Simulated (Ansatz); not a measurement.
`NC[S][GeH3]`, relaxed with RKS PBE0-D4/def2-TZVP in Ansatz 0.2.0 from a PBE-D4/def2-SVP geometry. The force threshold is 0.005 eV/Å; the program also tests the step.

Total charge 0; spin multiplicity 1.

Start:

```xyz
11

N    -0.680    0.355   -1.155
C    -0.916   -0.883   -0.444
S     0.614   -1.462    0.408
Ge    1.261    0.556    1.180
H    -1.560    0.778   -1.476
H    -0.081    0.201   -1.976
H    -1.233   -1.762   -1.059
H    -1.707   -0.709    0.316
H     0.050    1.285    1.819
H     2.305    0.198    2.275
H     1.947    1.443    0.112
```

(1) How much energy does the relaxation release, and in how many steps? (An estimate is asked.)

(2) Which bonds change most? (An estimate is asked.)

(3) Give the relaxed structure. (Best estimate.)

## Answers

(1) Ansatz gave: 1.12 kcal/mol, in 8 steps.

(2) Computed: S3–Ge4 from 2.255 to 2.224 Å; C2–S3 from 1.846 to 1.817 Å; C2–H7 from 1.118 to 1.098 Å; C2–H8 from 1.110 to 1.092 Å.

(3) The calculation gave: 
```xyz
11

N    -0.695    0.346   -1.202
C    -0.906   -0.853   -0.428
S     0.643   -1.416    0.338
Ge    1.264    0.540    1.197
H    -1.571    0.723   -1.543
H    -0.091    0.164   -1.994
H    -1.266   -1.723   -0.993
H    -1.633   -0.637    0.357
H     0.037    1.218    1.825
H     2.292    0.178    2.283
H     1.925    1.460    0.162
```
